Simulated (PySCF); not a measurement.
SnI2, SMILES [I][Sn][I] (connectivity only; charge and spin as stated), neutral, multiplicity 1. Atoms are numbered in the order given.

```xyz
3

Sn     0.0000     0.0000     1.1994
I      0.0000     2.1387    -0.5657
I      0.0000    -2.1387    -0.5657
```
Charge 0, spin multiplicity 1.

Geometry optimised at B3LYP-D3(BJ)/def2-SVP. The isomer is the one that the SMILES or the coordinates give; other isomers of the formula were not compared. The def2 effective core potentials stand for the cores of I, Sn; spin–orbit coupling is left out.

Computed with PySCF with M06-2X/def2-TZVPD.

Mulliken values depend strongly on the basis, most of all with diffuse functions as here. ESP charges are fitted to the potential on shells at 1.4 to 2.0 van der Waals radii. Atomic charges (e):

```tsv
atom	Mulliken	ESP fit
Sn1	0.45	0.39
I2	-0.23	-0.20
I3	-0.23	-0.20
```
